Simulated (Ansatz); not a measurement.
Stepwise reaction of `BOCC(F)(F)F` with hydrogen chloride, as a gas-phase model of exchange steps in deposition or etching. ΔE in kJ/mol.

Program: Ansatz. Geometries: PBE0-D4/def2-TZVP. ΔE: electronic, gas phase. CCSD(T)/CBS adds triple-zeta CCSD(T) − MP2 to the extrapolated MP2 energy (def2 sets, frozen cores). This one scheme is used for every species. Functionals use def2-TZVPP. B3LYP here is the variant with VWN-RPA as its local correlation; programs differ in this. One conformer a species, not always the lowest.

| step | reaction | PBE-D4 | B3LYP-D4 | ωB97M-V | CCSD(T)/CBS |
| --- | --- | --- | --- | --- | --- |
| 1 | `BOCC(F)(F)F` + HCl → `FC(F)(F)COBCl` + H₂ | -77.4 | -71.5 | -72.6 | -70.6 |

Q: Give the row of step 2, `FC(F)(F)COBCl` + HCl → `FC(F)(F)COB(Cl)Cl` + H₂. (Best estimate.)

A: Ansatz gave: 
| step | reaction | PBE-D4 | B3LYP-D4 | ωB97M-V | CCSD(T)/CBS |
| --- | --- | --- | --- | --- | --- |
| 2 | `FC(F)(F)COBCl` + HCl → `FC(F)(F)COB(Cl)Cl` + H₂ | -62.1 | -56.7 | -57.4 | -55.0 |

Q: By hand: ΔE of the 2 steps together at CCSD(T)/CBS.

A: (-70.6) + (-55.0) = -125.6 kJ/mol, or -62.8 kJ/mol a step.

In ΔE each step is higher than the one before. All are downhill at CCSD(T)/CBS. PBE-D4 differs from CCSD(T)/CBS by -7.1 to -6.8 kJ/mol a step. Only this route is followed, and other bonds may react first. Isolated molecules leave out the surface, adducts and barriers. Largest T1 diagnostic: 0.013.
